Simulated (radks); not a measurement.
Question: Spherical quantum dot in the effective-mass picture: electrons in a hard-walled sphere of radius 6.22, with a point charge +1 (a donor) at the centre, all in effective atomic units (hartree* = m*/eps^2 hartree, bohr* = eps/m* bohr), one dielectric constant everywhere. Calculated with a radial shooting solver with Libxc functionals: non-relativistic Kohn-Sham, exchange-only LDA, spin-polarised, spherical densities. Levels are named by radial order and angular momentum (1s, 1p, 1d, 2s, ...), and open shells are averaged over m. At N = 6 the configuration is 1s2 1p(up 3, down 1). Does electron 7 go into 2s down or 1p down or 2s up?

Answer: Into 1p down. The total energies of the other choices lie higher by 0.0519 hartree* (2s up), 0.0700 hartree* (2s down).
